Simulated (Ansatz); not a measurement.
Geometry optimisation, RKS PBE/def2-SVP (Ansatz 0.2.0).

The input (input.yaml):

```yaml
crystal:
  periodic: [false, false, false]
  atoms:
    - { symbol: W, position_ang: [-0.302089, 0.169918, -0.134652] }
    - { symbol: O, position_ang: [-0.546149, 0.123703, 1.755991] }
    - { symbol: H, position_ang: [-0.813071, -0.478908, 2.4717] }
    - { symbol: H, position_ang: [1.086717, -0.819083, 0.014557] }
    - { symbol: F, position_ang: [-0.844838, 1.967499, -0.586101] }
    - { symbol: H, position_ang: [-1.725129, -0.701964, -0.25891] }
    - { symbol: H, position_ang: [-0.199112, -1.560212, -0.125837] }
    - { symbol: F, position_ang: [-0.074267, -0.109143, -1.960529] }
    - { symbol: O, position_ang: [1.768308, 1.866499, 1.488921] }
    - { symbol: Si, position_ang: [3.313501, 1.312927, 1.939377] }
    - { symbol: H, position_ang: [3.424525, -0.187727, 1.831504] }
    - { symbol: H, position_ang: [4.281715, 1.967592, 0.997725] }
    - { symbol: H, position_ang: [3.608609, 1.712381, 3.364917] }
    - { symbol: H, position_ang: [1.05598, 1.606019, 2.129237] }
basis:
  gaussian: { orbitals: def2-SVP }
hamiltonian:
  xc: pbe
relax:
  f_tol: 0.03
  max_steps: 50
```

Command:

```bash
$ ansatz run input.yaml --threads 4 --pin off --max-ram 5120MiB --backend cpu --events-out ev --progress --plain --runs-dir out
```

Task: Where does it end, and by what steps?

Result: The forces met the threshold. After 30 steps the energy has fallen by 0.680 eV; F8 moved furthest, 1.54 Å. Joined: W1–O9 (3.13 → 2.33 Å).

```json
{"step": "0", "energy less start (eV)": "0.0000", "largest force component (eV/Å)": "1.120", "accepted": "yes"}
{"step": "2", "energy less start (eV)": "-0.1704", "largest force component (eV/Å)": "0.930", "accepted": "yes"}
{"step": "4", "energy less start (eV)": "-0.2665", "largest force component (eV/Å)": "0.831", "accepted": "yes"}
{"step": "6", "energy less start (eV)": "-0.2514", "largest force component (eV/Å)": "1.232", "accepted": "no"}
{"step": "8", "energy less start (eV)": "-0.3517", "largest force component (eV/Å)": "0.286", "accepted": "yes"}
{"step": "10", "energy less start (eV)": "-0.4059", "largest force component (eV/Å)": "0.857", "accepted": "yes"}
{"step": "12", "energy less start (eV)": "-0.4695", "largest force component (eV/Å)": "1.576", "accepted": "yes"}
{"step": "14", "energy less start (eV)": "-0.5612", "largest force component (eV/Å)": "1.018", "accepted": "yes"}
{"step": "16", "energy less start (eV)": "-0.6327", "largest force component (eV/Å)": "0.356", "accepted": "yes"}
{"step": "18", "energy less start (eV)": "-0.6589", "largest force component (eV/Å)": "0.316", "accepted": "yes"}
{"step": "20", "energy less start (eV)": "-0.6702", "largest force component (eV/Å)": "0.134", "accepted": "yes"}
{"step": "22", "energy less start (eV)": "-0.6748", "largest force component (eV/Å)": "0.151", "accepted": "yes"}
{"step": "24", "energy less start (eV)": "-0.6778", "largest force component (eV/Å)": "0.045", "accepted": "yes"}
{"step": "26", "energy less start (eV)": "-0.6791", "largest force component (eV/Å)": "0.042", "accepted": "yes"}
{"step": "28", "energy less start (eV)": "-0.6797", "largest force component (eV/Å)": "0.033", "accepted": "yes"}
{"step": "30", "energy less start (eV)": "-0.6799", "largest force component (eV/Å)": "0.027", "accepted": "yes"}
```

```xyz
14
Properties=species:S:1:pos:R:3
W -0.108 0.146 0.290
O -0.963 -0.562 1.756
H -1.196 -1.181 2.465
H 1.045 -1.124 0.433
F -0.602 2.074 0.449
H -1.438 -0.097 -0.742
H -0.195 -1.357 -0.516
F 0.989 0.639 -1.142
O 1.454 1.288 1.597
Si 3.170 1.236 1.694
H 3.492 -0.053 2.378
H 3.777 1.294 0.325
H 3.614 2.415 2.511
H 0.995 2.151 1.431
```

Whether the end is a true minimum wasn't checked by a vibrational analysis.

The run took 87 s on 4 threads of Arm Neoverse V2, on a shared host, peak memory 0.21 GiB.
